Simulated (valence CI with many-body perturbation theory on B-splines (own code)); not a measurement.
# Hyperfine factors and g values of Ru²²⁺

Calculated by configuration interaction combined with many-body perturbation theory (CI+MBPT): four valence electrons over a frozen Dirac-Fock core [Ar], a basis of 9 s, 9 p, 10 d, 8 f, 5 g, 3 h, 1 i functions for each j, with the one-electron correlation potential Σ1, the two-electron term Σ2, the three-electron term Σ3, Breit, model QED; selected CI, second order for the rest (own B-spline code, finite nucleus).

No measured spectrum was set against this ion. As an estimate, terms of the open shell hold to 2 to 4 % of their energy, and close levels can change places. Core correlation moves these levels by up to 9700 cm⁻¹, and in measured spectra 5 to 20 % of such shifts remained as error; rates that hang on mixing are uncertain with them. Only levels of the ground parity were solved; by the run's estimate the other parity begins above the list, which can be wrong where configurations are misplaced.

A/g_I is the dipole constant over the nuclear g factor μ/I (μ in nuclear magnetons, uniformly magnetised nucleus), B/Q the quadrupole constant per barn. Both hold the static response of the core; the bare values leave it out. Large factors of s and p1/2 electrons are usually good to 5 to 10 %; those of open d and f shells near neutrality can be off by tens of per cent, and small factors of p3/2, d and f electrons come from cancelling terms and can be off by a factor of two or in sign, in half-filled shells by more. B is blank for J = 1/2, where it vanishes, and for nearly pure S terms. Energies count from the lowest level. Levels with J = 0 are left out.

Names give the largest LS component (configuration and term), which can be under half, so a name can repeat, a term be missing and a line seem to break the LS rules; names also repeat where a configuration has a term twice. Letters in brackets count levels of one name in rising energy.

| Level | E (eV) | g | A/g_I (MHz) | A/g_I bare | B/Q (MHz/b) | B/Q bare |
| --- | --- | --- | --- | --- | --- | --- |
| 3d⁴ ⁵D_1 | 1.944 | 1.496 | 105 | 496 | 3600 | 3690 |
| 3d⁴ ⁵D_2 | 3.747 | 1.479 | 2270 | 2640 | 2640 | 2700 |
| 3d⁴ ⁵D_3 | 5.241 | 1.465 | 3980 | 4330 | -2140 | -2190 |
| 3d⁴ ⁵D_4 | 6.342 | 1.428 | 5520 | 5840 | -9540 | -9780 |
| 3d⁴ ³H_4 | 11.208 | 0.951 | 8470 | 8470 | 3850 | 3940 |
| 3d⁴ ³G_3 | 13.483 | 0.899 | 8870 | 8830 | 1250 | 1280 |
| 3d⁴ ³H_5 | 13.839 | 1.068 | 7760 | 7840 | 7170 | 7340 |
| 3d⁴ ³P_1 [a] | 13.905 | 1.405 | 5380 | 5680 | -525 | -546 |
| 3d⁴ ³F_2 [a] | 13.994 | 0.772 | 8880 | 8760 | 2400 | 2460 |
| 3d⁴ ³H_6 | 14.942 | 1.127 | 7840 | 7950 | 6890 | 7060 |
| 3d⁴ ³G_4 | 16.315 | 1.049 | 7840 | 7910 | -3210 | -3280 |
| 3d⁴ ³P_2 [a] | 17.117 | 1.312 | 5550 | 5790 | 543 | 550 |
| 3d⁴ ³F_4 [a] | 17.247 | 1.107 | 7170 | 7280 | -113 | -117 |
| 3d⁴ ³F_3 [a] | 18.124 | 1.073 | 7760 | 7840 | 411 | 420 |
| 3d⁴ ³D_3 | 19.161 | 1.183 | 5960 | 6110 | 1450 | 1490 |
| 3d⁴ ³G_5 | 19.951 | 1.160 | 6630 | 6770 | -4590 | -4700 |
| 3d⁴ ³P_2 [b] | 20.433 | 1.171 | 8420 | 8550 | 2700 | 2770 |
| 3d⁴ ¹I_6 | 21.273 | 1.034 | 7920 | 7970 | 10400 | 10700 |
| 3d⁴ ³D_1 | 21.379 | 0.604 | 11000 | 10700 | 2530 | 2590 |
| 3d⁴ ¹G_4 [a] | 24.077 | 1.066 | 6680 | 6760 | 1050 | 1080 |
| 3d⁴ ¹D_2 [a] | 25.340 | 1.101 | 7560 | 7650 | 2240 | 2300 |
| 3d⁴ ¹F_3 | 26.522 | 1.046 | 7480 | 7540 | 9470 | 9700 |
| 3d⁴ ³P_2 [c] | 28.946 | 1.346 | 5370 | 5640 | 3190 | 3280 |
| 3d⁴ ³F_4 [b] | 30.181 | 1.194 | 5660 | 5830 | 5090 | 5210 |
| 3d⁴ ³F_2 [b] | 31.495 | 0.799 | 10300 | 10200 | 8420 | 8620 |
| 3d⁴ ³F_3 [b] | 31.906 | 1.069 | 8120 | 8190 | 10400 | 10600 |
| 3d⁴ ³P_1 [b] | 32.468 | 1.485 | 1400 | 1780 | -3470 | -3550 |
| 3d⁴ ¹G_4 [b] | 34.417 | 1.035 | 8350 | 8400 | 5470 | 5610 |
| 3d⁴ ¹D_2 [b] | 42.805 | 0.998 | 7870 | 7900 | -12500 | -12800 |

Take the isotope of mass number 101, with I = 5/2, μ = -0.718 μN and Q = 0.46 b. What is the hyperfine structure of 3d⁴ ⁵D_4?

From the table A = -1590 MHz, B = -4390 MHz. Shifts from the centre of gravity in MHz: F = 3/2: 17700, F = 5/2: 15000, F = 7/2: 10800, F = 9/2: 4480, F = 11/2: -4520, F = 13/2: -17000.
